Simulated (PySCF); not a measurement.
# Electron correlation in Pt (platinum, neutral)

[Xe] 4f14 5d10, closed-shell 1S (an excited configuration). Computed with PySCF 2.14 in def2-QZVPPD with the def2 core potential (60 electrons) (7s5p4d4f2g, 88 functions), with scalar relativity through the core potential. Frozen: nothing; 18 electrons correlated.

```
  level  correlation energy (mhartree)
   CCSD                        -592.19
    (T)                         -25.89
CCSD(T)                        -618.08
```

Diagnostics: T1 = 0.0079, D1 = 0.0146, largest double amplitude 0.026.

Task: Is a single reference adequate?

Result: Yes, within this model without spin-orbit coupling: T1 lies below 0.03 and no double amplitude reaches 0.07.

The basis has no tight functions for the innermost shells, so their pair energies are far from complete.

This basis was not built for core-valence correlation, so the inner-shell part is incomplete.
